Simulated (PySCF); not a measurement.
PBE on H⁻ (hydrogen, charge -1), 1s2, closed-shell 1S. Calculation: PySCF 2.14, in dyall-acv3z (10s3p2d, 29 functions); no relativity, point nucleus.

```
cycle= 1 E= -0.525607938062313  delta_E= -0.00126  |g|= 0.02  |ddm|= 0.294
cycle= 2 E= -0.522787006262186  delta_E= 0.00282  |g|= 0.0434  |ddm|= 0.216
cycle= 3 E= -0.52642162104866  delta_E= -0.00363  |g|= 0.00134  |ddm|= 0.134
cycle= 4 E= -0.52642553368458  delta_E= -3.91e-06  |g|= 8.87e-05  |ddm|= 0.00506
cycle= 5 E= -0.526425548380649  delta_E= -1.47e-08  |g|= 4.11e-06  |ddm|= 0.000446
cycle= 6 E= -0.526425548414419  delta_E= -3.38e-11  |g|= 4.2e-08  |ddm|= 1.3e-05
converged SCF energy = -0.526425548414419  <S^2> = -2.220446e-15  2S+1 = 1
```

Highest occupied orbital energy: 1.623 eV; ⟨L²⟩ = 0.00; populations by l: s 2.00, p 0.00, d 0.00.

(1) Can this result be used?

Answers

(1) With care. The calculation finished and met its thresholds. At PBE the highest occupied level has a positive energy, so only the finite basis holds that electron; in a semilocal or global hybrid functional this comes from self-interaction and does not mean that the real anion is unbound.
